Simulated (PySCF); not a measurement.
Species: C12H11PS.
Geometry (PBE0-D3(BJ)/def2-SVP, Å), atoms numbered from 1 in this order:
```
atom  x, y, z in Å
S1    -0.045   -0.177    3.529
P2    -0.085   -0.556    1.619
C3     1.431   -0.099    0.712
C4     2.251    0.901    1.237
C5     3.393    1.296    0.543
C6     3.721    0.688   -0.668
C7     2.910   -0.322   -1.186
C8     1.765   -0.717   -0.498
C9    -1.460    0.231    0.711
C10   -2.158    1.274    1.319
C11   -3.193    1.909    0.635
C12   -3.534    1.499   -0.653
C13   -2.843    0.449   -1.259
C14   -1.806   -0.185   -0.580
H15   -0.234   -1.920    1.232
H16    1.988    1.348    2.200
H17    4.035    2.079    0.955
H18    4.619    0.996   -1.209
H19    3.173   -0.809   -2.128
H20    1.141   -1.519   -0.902
H21   -1.884    1.566    2.338
H22   -3.739    2.726    1.113
H23   -4.348    1.995   -1.187
H24   -3.115    0.121   -2.265
H25   -1.272   -1.010   -1.060
```

Level of theory: TDDFT CAM-B3LYP/def2-SVPD, vertical, gas phase, core orbitals frozen in the response (PySCF 2.14.0, density-fitted response routines).

Ground-to-excited transition dipoles (e·a0, same axes as the geometry; the sign carries no meaning), for the states with f of 0.002 or more among the lowest 7:

```csv
state,E (eV),μx,μy,μz
S1,4.743,-0.300,0.018,0.019
S2,4.964,0.062,0.072,0.227
S3,5.285,0.200,-0.051,0.042
S4,5.339,0.055,0.245,0.015
S5,5.534,-0.164,0.004,0.297
S6,5.592,0.341,0.113,-0.228
S7,5.670,0.585,-0.135,0.321
```

**Question.** What oscillator strength does each state have?

**Answer.** f = (2/3) ΔE |μ|² with ΔE in hartree (27.2114 eV).

```
state  |μ|² (au)  |μ| (D)      f
   S1      0.091     0.76  0.011
   S2      0.061     0.63  0.007
   S3      0.044     0.53  0.006
   S4      0.064     0.64  0.008
   S5      0.115     0.86  0.016
   S6      0.181     1.08  0.025
   S7      0.464     1.73  0.064
```

**Question.** What angle do the transition dipoles of S1 and S6 make?

**Answer.** |cos θ| = |μa·μb| / (|μa| |μb|) = 0.82, so θ ≈ 35° (taken between 0 and 90°, since the signs are arbitrary).

**Question.** How is the summed strength of these states shared among x, y and z?

**Answer.** (2/3) Σ ΔE μα² gives 0.084 for x, 0.013 for y and 0.040 for z, 0.137 in all.

One conformer stands for the species.
